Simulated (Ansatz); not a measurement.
Born–Oppenheimer molecular dynamics of H$_{6}$N$_{2}$OSi (10 atoms, charge 0, multiplicity 1). It starts from a relaxed structure.

The calculation used Ansatz 0.2.0, RKS PBE/6-31G*.

```yaml
ensemble: NVT, Langevin thermostat
time_step: 0.5 fs
steps_asked: 100
set_temperature: 500 K
friction: 0.05 /fs
seed: 760988
```

Frames 1 fs apart, positions in Å, forces in eV/Å.

Velocities at 5 fs (Å/ps):

```
Si -0.39 -1.76 4.60
O 1.06 1.47 -6.53
H 14.77 -0.49 -0.61
N -2.66 -4.01 5.87
H 14.82 13.90 -22.92
H 22.77 41.95 -14.60
H -43.63 3.38 -9.10
N 3.07 1.36 -4.92
H 9.42 -5.29 11.68
H -34.17 -9.72 6.53
```

```xyz
10
Properties=species:S:1:pos:R:3:forces:R:3 time_fs=5 energy_less_start_eV=0.227 T=400
Si -0.057 -0.165 0.002 0.09 -1.71 -1.51
O -0.249 -0.408 1.623 0.00 0.54 1.20
H -0.227 0.470 2.078 -0.08 -0.59 -0.07
N 1.523 -0.024 -0.669 0.62 2.01 -0.28
H 2.253 -0.736 -0.705 -0.25 -0.07 0.17
H 1.929 0.946 -0.750 -0.37 -1.27 0.06
H -0.859 1.003 -0.352 -0.01 1.03 -0.17
N -0.686 -1.639 -0.681 -0.30 -0.05 1.26
H -1.477 -2.024 -0.160 0.06 -0.09 -0.02
H -0.771 -1.900 -1.647 0.24 0.19 -0.63
10
Properties=species:S:1:pos:R:3:forces:R:3 time_fs=6 energy_less_start_eV=0.344 T=329
Si -0.058 -0.167 0.005 -0.25 -1.10 -2.00
O -0.248 -0.406 1.617 -0.03 0.26 1.34
H -0.218 0.463 2.075 -0.08 -0.36 0.06
N 1.520 -0.026 -0.663 1.13 3.34 -0.48
H 2.262 -0.716 -0.726 -0.17 -0.32 0.19
H 1.950 0.979 -0.764 -0.97 -2.32 0.23
H -0.899 1.015 -0.362 0.38 0.52 -0.01
N -0.682 -1.637 -0.686 -0.57 -0.33 1.31
H -1.467 -2.030 -0.151 0.23 0.01 -0.04
H -0.807 -1.909 -1.646 0.32 0.30 -0.61
10
Properties=species:S:1:pos:R:3:forces:R:3 time_fs=7 energy_less_start_eV=0.441 T=327
Si -0.060 -0.171 0.007 -0.55 -0.34 -2.50
O -0.247 -0.404 1.609 -0.08 -0.02 1.54
H -0.214 0.455 2.075 -0.07 -0.13 0.16
N 1.517 -0.025 -0.659 1.58 3.63 -0.63
H 2.274 -0.697 -0.754 -0.32 -0.41 0.22
H 1.964 0.984 -0.778 -1.26 -2.51 0.34
H -0.934 1.042 -0.376 0.79 -0.05 0.19
N -0.677 -1.635 -0.688 -0.76 -0.70 0.77
H -1.449 -2.039 -0.145 0.21 0.02 0.06
H -0.835 -1.923 -1.651 0.47 0.53 -0.15
10
Properties=species:S:1:pos:R:3:forces:R:3 time_fs=8 energy_less_start_eV=0.504 T=339
Si -0.062 -0.176 0.007 -0.64 0.34 -2.92
O -0.244 -0.402 1.601 -0.14 -0.16 1.85
H -0.204 0.445 2.084 -0.07 -0.09 0.13
N 1.514 -0.023 -0.657 2.02 3.31 -0.75
H 2.289 -0.680 -0.784 -0.65 -0.36 0.29
H 1.970 0.974 -0.788 -1.37 -2.24 0.39
H -0.946 1.077 -0.390 1.02 -0.49 0.32
N -0.673 -1.632 -0.691 -0.74 -0.91 0.21
H -1.425 -2.043 -0.136 -0.02 -0.11 0.23
H -0.851 -1.938 -1.656 0.58 0.71 0.24
10
Properties=species:S:1:pos:R:3:forces:R:3 time_fs=9 energy_less_start_eV=0.536 T=350
Si -0.064 -0.183 0.006 -0.57 0.95 -3.25
O -0.239 -0.399 1.593 -0.21 -0.32 2.10
H -0.192 0.432 2.098 -0.06 -0.03 0.09
N 1.512 -0.018 -0.656 2.29 2.21 -0.79
H 2.306 -0.670 -0.809 -1.14 -0.17 0.41
H 1.967 0.944 -0.794 -1.16 -1.35 0.35
H -0.947 1.111 -0.403 1.15 -0.83 0.42
N -0.669 -1.630 -0.694 -0.47 -0.91 -0.37
H -1.397 -2.042 -0.134 -0.50 -0.40 0.61
H -0.865 -1.950 -1.659 0.67 0.84 0.45
10
Properties=species:S:1:pos:R:3:forces:R:3 time_fs=10 energy_less_start_eV=0.583 T=363
Si -0.065 -0.189 0.004 -0.47 1.47 -3.43
O -0.236 -0.395 1.586 -0.24 -0.30 2.40
H -0.185 0.424 2.116 -0.06 -0.14 -0.07
N 1.512 -0.013 -0.657 1.84 0.41 -0.63
H 2.319 -0.657 -0.831 -1.43 -0.14 0.49
H 1.943 0.900 -0.795 -0.46 0.45 0.12
H -0.948 1.138 -0.411 1.23 -1.06 0.48
N -0.664 -1.626 -0.699 -0.48 -1.06 -0.51
H -1.374 -2.050 -0.133 -0.64 -0.49 0.75
H -0.871 -1.953 -1.658 0.70 0.87 0.40
10
Properties=species:S:1:pos:R:3:forces:R:3 time_fs=11 energy_less_start_eV=0.674 T=310
Si -0.065 -0.196 0.001 -0.32 1.84 -3.49
O -0.236 -0.392 1.580 -0.26 -0.20 2.71
H -0.186 0.419 2.130 -0.06 -0.32 -0.27
N 1.514 -0.010 -0.659 0.83 -1.93 -0.26
H 2.326 -0.643 -0.849 -1.48 -0.18 0.52
H 1.905 0.864 -0.799 0.58 2.85 -0.25
H -0.937 1.152 -0.417 1.24 -1.17 0.49
N -0.660 -1.624 -0.703 -0.66 -1.19 0.13
H -1.356 -2.070 -0.126 -0.43 -0.37 0.55
H -0.862 -1.942 -1.650 0.56 0.67 -0.13
10
Properties=species:S:1:pos:R:3:forces:R:3 time_fs=12 energy_less_start_eV=0.713 T=274
Si -0.065 -0.203 -0.002 -0.05 2.15 -3.48
O -0.235 -0.390 1.575 -0.29 -0.21 2.92
H -0.195 0.411 2.142 -0.05 -0.38 -0.39
N 1.516 -0.008 -0.662 0.07 -2.82 0.04
H 2.325 -0.628 -0.861 -1.20 -0.37 0.47
H 1.873 0.859 -0.811 1.00 3.92 -0.48
H -0.911 1.160 -0.416 1.16 -1.20 0.47
N -0.657 -1.621 -0.706 -0.87 -1.28 1.15
H -1.346 -2.087 -0.118 -0.12 -0.17 0.23
H -0.849 -1.921 -1.641 0.35 0.35 -0.93
10
Properties=species:S:1:pos:R:3:forces:R:3 time_fs=13 energy_less_start_eV=0.590 T=374
Si -0.068 -0.207 -0.005 0.33 2.39 -3.34
O -0.234 -0.389 1.571 -0.34 -0.69 2.70
H -0.210 0.390 2.150 -0.02 0.04 -0.14
N 1.518 -0.008 -0.664 -0.03 -1.21 0.01
H 2.315 -0.613 -0.875 -0.66 -0.65 0.35
H 1.850 0.891 -0.824 0.50 2.54 -0.29
H -0.869 1.161 -0.412 0.98 -1.12 0.42
N -0.654 -1.618 -0.709 -1.33 -1.64 1.93
H -1.349 -2.101 -0.110 0.37 0.17 -0.28
H -0.839 -1.891 -1.643 0.20 0.15 -1.35
10
Properties=species:S:1:pos:R:3:forces:R:3 time_fs=14 energy_less_start_eV=0.481 T=460
Si -0.070 -0.209 -0.007 0.68 2.46 -3.12
O -0.232 -0.388 1.567 -0.37 -1.15 2.44
H -0.218 0.368 2.160 0.00 0.45 0.13
N 1.517 -0.007 -0.667 -0.09 1.35 -0.14
H 2.301 -0.596 -0.882 0.06 -0.99 0.15
H 1.823 0.947 -0.845 -0.14 0.28 0.05
H -0.818 1.155 -0.401 0.73 -0.92 0.32
N -0.653 -1.615 -0.710 -1.66 -1.96 2.11
H -1.348 -2.114 -0.099 0.68 0.39 -0.69
H -0.829 -1.862 -1.654 0.12 0.09 -1.25
10
Properties=species:S:1:pos:R:3:forces:R:3 time_fs=15 energy_less_start_eV=0.460 T=485
Si -0.072 -0.210 -0.011 1.05 2.39 -2.81
O -0.233 -0.389 1.565 -0.38 -1.04 2.55
H -0.231 0.359 2.175 0.01 0.29 -0.05
N 1.516 -0.005 -0.672 -0.40 3.11 -0.24
H 2.291 -0.586 -0.885 0.62 -1.16 -0.02
H 1.788 1.002 -0.866 -0.37 -1.37 0.31
H -0.761 1.147 -0.386 0.42 -0.63 0.19
N -0.653 -1.615 -0.709 -1.92 -2.28 1.42
H -1.340 -2.126 -0.086 0.82 0.51 -1.02
H -0.814 -1.841 -1.679 0.15 0.18 -0.34
10
Properties=species:S:1:pos:R:3:forces:R:3 time_fs=16 energy_less_start_eV=0.485 T=473
Si -0.074 -0.210 -0.015 1.50 2.03 -2.49
O -0.234 -0.390 1.563 -0.40 -0.74 2.81
H -0.243 0.356 2.189 0.02 -0.05 -0.38
N 1.516 -0.001 -0.677 -0.66 3.82 -0.29
H 2.293 -0.579 -0.879 0.81 -1.07 -0.07
H 1.753 1.042 -0.878 -0.32 -2.23 0.41
H -0.700 1.133 -0.371 0.04 -0.16 0.02
N -0.656 -1.617 -0.707 -1.89 -2.33 0.32
H -1.327 -2.140 -0.080 0.71 0.46 -1.11
H -0.794 -1.829 -1.710 0.19 0.29 0.79
```

Of the whole run (50 fs, mean temperature of the second half 478 K): A run of 0.05 ps of so small a system gives no equilibrium averages.

The run took 4.3 min on 1 thread of Arm Neoverse V1, on a shared host, peak memory 0.11 GiB.
